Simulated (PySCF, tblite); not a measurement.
Isomers of C6H15NSi, one GFN2-xTB conformer each. Single-point energies are computed at PBE0/pcSseg-1 (PySCF, gas phase, no added dispersion term), electronic only.

```
               SMILES  GFN2-xTB relative energy (kJ/mol)
C=C[C@](C)(NC)[SiH2]C                               78.2
  C=C[Si@@H](C)NC(C)C                                3.0
 C=N[Si@H](C)C(C)(C)C                                0.0
   C=CN(C[SiH3])C(C)C                                6.8
```

Conformers: `[CH2:1]=[CH:2][C@:3]([CH3:4])([NH:5][CH3:6])[SiH2:7][CH3:8]` with C1–C2–C3–C4 -20°, C2–C3–N5–C6 62°, C2–C3–Si7–C8 57°; `[CH2:1]=[CH:2][Si@@H:3]([CH3:4])[NH:5][CH:6]([CH3:7])[CH3:8]` with C1–C2–Si3–C4 93°, C2–Si3–N5–C6 -171°, Si3–N5–C6–C7 -87°; `[CH2:1]=[N:2][Si@H:3]([CH3:4])[C:5]([CH3:6])([CH3:7])[CH3:8]` with C1–N2–Si3–C4 -125°; `[CH2:1]=[CH:2][N:3]([CH2:4][SiH3:5])[CH:6]([CH3:7])[CH3:8]` with C1–C2–N3–C4 5°, C2–N3–C4–Si5 80°, C2–N3–C6–C7 69°.

Q: What does PBE0/pcSseg-1 give for the same structures?

A: 
```tsv
SMILES	PBE0/pcSseg-1 E (Eh)	PBE0/pcSseg-1 (kJ/mol)	GFN2-xTB (kJ/mol)	point group
C=C[Si@@H](C)NC(C)C	-581.39689	0.0	3.0	C1
C=N[Si@H](C)C(C)(C)C	-581.39194	13.0	0.0	C1
C=C[C@](C)(NC)[SiH2]C	-581.35324	114.6	78.2	C1
C=CN(C[SiH3])C(C)C	-581.34370	139.7	6.8	C1
```

GFN2-xTB puts C=N[Si@H](C)C(C)(C)C lowest instead; measured from each level's own lowest isomer, the values differ by up to 132.9 kJ/mol (C=CN(C[SiH3])C(C)C: 6.8 against 139.7). As drawn, the lowest has an N–H bond, which the highest lacks.

Q: Which frontier levels, dipoles and rotational constants go with these structures?

A: 
```csv
SMILES,"HOMO (eV, PBE0/pcSseg-1)",LUMO (eV),dipole (D),"A, B, C (MHz)"
C=C[Si@@H](C)NC(C)C,-6.57,-0.18,0.60,"2894, 817.7, 772.4"
C=N[Si@H](C)C(C)(C)C,-6.84,-0.69,0.98,"2103, 1321, 1040"
C=C[C@](C)(NC)[SiH2]C,-6.29,0.16,0.78,"1888, 1302, 1121"
C=CN(C[SiH3])C(C)C,-5.35,0.84,1.79,"2054, 1214, 959.2"
```

Q: What happens when harmonic zero-point energies from GFN2-xTB frequencies are added?

A: 
```tsv
SMILES	ZPE (kJ/mol)	electronic (kJ/mol)	with ZPE (kJ/mol)
C=C[Si@@H](C)NC(C)C	514.0	0.0	0.0
C=N[Si@H](C)C(C)(C)C	513.2	13.0	12.1
C=C[C@](C)(NC)[SiH2]C	508.0	114.6	108.5
C=CN(C[SiH3])C(C)C	505.3	139.7	130.9
```

The zero-point energies span 8.7 kJ/mol. The order is unchanged.
